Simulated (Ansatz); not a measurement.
`[AsH2][InH2]` + `C[SeH]` → `C[Se][AsH2]` + `[InH3]` at 400 K and 1 bar (cleavage of the As–In bond).

Program: Ansatz. Geometries: PBE0-D4/def2-TZVP. ΔE: electronic, gas phase. CCSD(T)/CBS is the MP2 limit (def2-TZVPP, def2-QZVPP) plus CCSD(T) − MP2 in def2-TZVPP, frozen cores. def2 core potentials past Kr. For As, In, Se outer-core shells are correlated without core-valence functions, which leaves a few kJ/mol of doubt a bond. Scalar relativity is left out up to krypton.

```csv
species,CCSD(T)/CBS energy (Eh),H − E (kJ/mol),S (J/(mol·K))
`[AsH2][InH2]`,-2427.20683,95.5,339.8
`C[SeH]`,-2441.15625,135.4,284.5
`C[Se][AsH2]`,-4676.77761,168.0,364.9
`[InH3]`,-191.56739,59.8,243.4
```

H − E and S are ideal-gas, rigid-rotor, harmonic terms from PBE0-D4/def2-TZVP. 1 Eh = 2625.50 kJ/mol, R = 8.31446 J/(mol·K).

Problem. By hand: ΔE, ΔH, ΔS and ΔG.

Solution. ΔE = (-4676.77761) + (-191.56739) − (-2427.20683) − (-2441.15625) = 0.01808 Eh = 47.5 kJ/mol. Δ(H − E) = 168.0 + 59.8 − 95.5 − 135.4 = -3.1, so ΔH = 44.4 kJ/mol. ΔS = 364.9 + 243.4 − 339.8 − 284.5 = -16.0 J/(mol·K). ΔG = 44.4 − 400 × (-16.0)/1000 = 50.8 kJ/mol.

Problem. By hand: the equilibrium constant, and the temperature at which ΔG would vanish if ΔH and ΔS stayed fixed.

Solution. log₁₀ K = −ΔG/(RT ln 10) = -6.6. ΔH and −TΔS have one sign here, so there is no such temperature.

ΔH outweighs TΔS. A doubt of 5 kJ/mol in ΔE shifts log₁₀ K by 0.7 here. These are equilibria of isolated gas molecules and say nothing of rates. Largest T1 diagnostic: 0.014 (customary marks: 0.02 for closed shells, 0.045 for open ones).
